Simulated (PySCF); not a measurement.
A structure optimised at PBE0-D3(BJ)/def2-SVP (Å):
```
atom  x, y, z in Å
Cl1    3.963    0.499   -1.936
C2     3.137   -0.145   -0.468
C3     1.697    0.211   -0.444
C4     0.648   -0.649   -0.406
C5    -0.599    0.134   -0.365
C6    -0.170    1.546   -0.392
C7     1.180    1.583   -0.439
C8    -1.871   -0.338   -1.062
C9    -1.826   -0.326    0.415
H10    3.282   -1.233   -0.466
H11    3.676    0.285    0.388
H12    0.694   -1.739   -0.404
H13   -0.855    2.395   -0.378
H14    1.807    2.475   -0.482
H15   -1.809   -1.296   -1.584
H16   -2.453    0.427   -1.580
H17   -1.736   -1.275    0.949
H18   -2.375    0.451    0.952
```

Charge 0, singlet.

Question: Which heavy atoms are bonded, and with what formal order?

Answer: Cl1–C2 1.80 Å (single); C2–C3 1.48 Å (single); C3–C4 1.36 Å (double); C4–C5 1.47 Å (single); C5–C6 1.48 Å (single); C6–C7 1.35 Å (double); C5–C8 1.53 Å (single); C8–C9 1.48 Å (single); C3–C7 1.47 Å (single); C5–C9 1.52 Å (single). Bonds to hydrogen (Å): C2–H10 1.10; C2–H11 1.10; C4–H12 1.09; C6–H13 1.09; C7–H14 1.09; C8–H15 1.09; C8–H16 1.09; C9–H17 1.09; C9–H18 1.09.

Question: Write the SMILES.

Answer: `ClCC1=CC2(C=C1)CC2`, C8H9Cl. Among its features: C=C double bond, C–Cl bond and cyclopropane ring.

Question: Name the point group.

Answer: C1 (no symmetry element, even within 0.4 Å).

Question: Which rings does it hold (smallest set)?

Answer: C5–C8–C9 (3 members); C3–C4–C5–C6–C7 (5 members, 0.00 Å rms from planarity).

Question: Describe the place of each heavy atom.

Answer: Cl1: alkyl chlorine; C2: sp3 C–Cl carbon; C3: fully substituted alkene carbon; C4: alkene CH carbon; C5: sp3 carbon at a ring junction; C6: alkene CH carbon; C7: alkene CH carbon; C8/C9: three-membered-ring carbon.

Question: What is the arrangement about C3?

Answer: It has 3 neighbours (C2, C4, C7) and is planar (angles 126.7°, 124.5° and 108.7°, sum 360.0°, 0.01 Å off the plane of its three neighbours).

Question: What is the arrangement about C4?

Answer: It has 3 neighbours (C3, C5, H12) and is planar (angles 126.9°, 124.5° and 108.5°, sum 360.0°, 0.00 Å off the plane of its three neighbours).

All values are computed, not measured.
